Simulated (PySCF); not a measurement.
**How methods differ on the excitation energy of Hf**

Hf [Xe] 4f14 5d2 6s2 (3F) → Hf [Xe] 4f14 5d1 6s2 6p1 (high-spin determinant), as a difference of total energies. All numbers are calculated (PySCF 2.14, a scalar-relativistic core potential, in def2-TZVPPD with the def2 core potential (60 electrons)). Correlated levels: valence and next inner shell: nothing frozen outside the core potential. The calculations carry no spin-orbit coupling.

| method | excitation energy (cm⁻¹) |
| --- | --- |
| UHF | 13567 |
| MP2 (valence and next inner shell) | 16338 |
| SCS-MP2 (valence and next inner shell) | 15780 |
| CCSD (valence and next inner shell) | 14388 |
| CCSD(T) (valence and next inner shell) | 13919 |

The coupled-cluster amplitudes are large for the upper state (T1 above 0.03 or a double amplitude above 0.15), so a single reference is strained.

The determinant of the upper state mixes LS terms, which raises its energy above the lowest term, most at the Hartree-Fock and MP2 levels.
